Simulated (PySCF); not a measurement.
Compound: C₉H₉ (doublet state).
Z-matrix (Å and degrees, GFN2-xTB geometry), rows numbered from 1:
```
C 
C   1  1.3712
C   2  1.4274  1  121.72
C   3  1.3635  2  121.22  1   179.95
C   4  1.4096  3  121.74  2     0.08
C   5  1.4421  4  119.09  3   179.81
C   6  1.3353  5  127.00  4  -179.79
C   5  1.4093  4  117.57  3    -0.18
C   8  1.3634  5  121.43  4     0.18
H   1  1.0753  2  121.36  3  -179.95
H   1  1.0754  2  121.30  3     0.05
H   3  1.0804  2  118.34  1    -0.11
H   4  1.0818  3  119.70  2  -179.96
H   6  1.0842  5  114.64  4     0.18
H   7  1.0764  6  121.22  5  -179.97
H   7  1.0762  6  122.85  5     0.08
H   8  1.0794  5  119.24  4  -179.85
H   9  1.0806  2  118.19  1     0.03
```

The hyperfine couplings belong to this conformer and change with its torsions.

The species is `[CH2]c1ccc(C=C)cc1` [radical].

Computed, not measured: UKS B3LYP, pcH-1 on C H, non-relativistic, mean-field spin-orbit, GIAO (PySCF 2.14.0). Geometry: GFN2-xTB, one conformer, isolated molecule. A GFN2-xTB geometry isn't a minimum of the functional, and hyperfine couplings can be far from their values at a DFT geometry. Stability of the SCF solution: not tested. ⟨S²⟩ is 0.794 where a pure state has 0.75.

Principal values of hyperfine tensors in MHz (contact and dipolar terms together), for some of the nuclei:

```json
{"atom": "C1", "isotope": "13C", "A1": "1.67", "A2": "2.82", "A3": "155.59"}
{"atom": "H10", "isotope": "1H", "A1": "-64.60", "A2": "-41.43", "A3": "-16.03"}
{"atom": "H11", "isotope": "1H", "A1": "-64.38", "A2": "-41.40", "A3": "-16.01"}
{"atom": "C2", "isotope": "13C", "A1": "-61.29", "A2": "-30.58", "A3": "-26.52"}
{"atom": "C5", "isotope": "13C", "A1": "6.24", "A2": "7.51", "A3": "76.77"}
{"atom": "C3", "isotope": "13C", "A1": "5.31", "A2": "5.47", "A3": "63.14"}
{"atom": "C4", "isotope": "13C", "A1": "-40.95", "A2": "-15.26", "A3": "-13.31"}
{"atom": "C8", "isotope": "13C", "A1": "-39.80", "A2": "-14.20", "A3": "-12.38"}
```

Task: Split each tensor into its isotropic and traceless parts, and turn a_iso into mT with g = 2.0026.

Result: a_iso is a third of the trace, T = A − a_iso, and a(mT) = a(MHz)/(g × 13.996).

```json
{"atom": "C1", "a_iso (MHz)": "53.36", "a_iso (mT)": "1.904", "T1": "-51.69", "T2": "-50.54", "T3": "102.23"}
{"atom": "H10", "a_iso (MHz)": "-40.69", "a_iso (mT)": "-1.452", "T1": "-23.92", "T2": "-0.74", "T3": "24.66"}
{"atom": "H11", "a_iso (MHz)": "-40.60", "a_iso (mT)": "-1.449", "T1": "-23.78", "T2": "-0.80", "T3": "24.59"}
{"atom": "C2", "a_iso (MHz)": "-39.47", "a_iso (mT)": "-1.408", "T1": "-21.82", "T2": "8.88", "T3": "12.94"}
{"atom": "C5", "a_iso (MHz)": "30.18", "a_iso (mT)": "1.077", "T1": "-23.93", "T2": "-22.66", "T3": "46.60"}
{"atom": "C3", "a_iso (MHz)": "24.64", "a_iso (mT)": "0.879", "T1": "-19.33", "T2": "-19.17", "T3": "38.50"}
{"atom": "C4", "a_iso (MHz)": "-23.17", "a_iso (mT)": "-0.827", "T1": "-17.77", "T2": "7.92", "T3": "9.86"}
{"atom": "C8", "a_iso (MHz)": "-22.13", "a_iso (mT)": "-0.789", "T1": "-17.67", "T2": "7.93", "T3": "9.75"}
```

Task: What spin density at the nucleus of C5 lies behind its contact coupling (g_N = 1.40482)?

Result: a_FC = 800.24 MHz bohr³ × g_N × ρ(0)/(2S). With a_FC = 30.18 MHz and 2S = 1, ρ(0) = 0.02684 bohr⁻³.

Task: C9 (13C, g_N = 1.40482) isn't in the table. Its spin density at the nucleus is 0.02018 bohr⁻³. What is its contact coupling?

Result: By the same relation, a_FC = 22.7 MHz. Its full tensor has the principal values 5.62, 5.81, 56.65 MHz.

Task: Which nucleus of the table has the largest anisotropic coupling, and what is its form?

Result: C1: -51.7, -50.5, 102.2 MHz, axial, in the ratio −1:−1:+2, the form that spin in one p orbital centred on that nucleus gives.

Task: What first-order splitting does H10 cause when the field lies along A1, A2 or A3 of its tensor (g taken as isotropic, no quadrupole term)?

Result: 2 lines (I = 1/2), spaced by |A_i|/(g × 13.996): 2.30, 1.48, 0.57 mT along the axes of A1, A2 and A3.
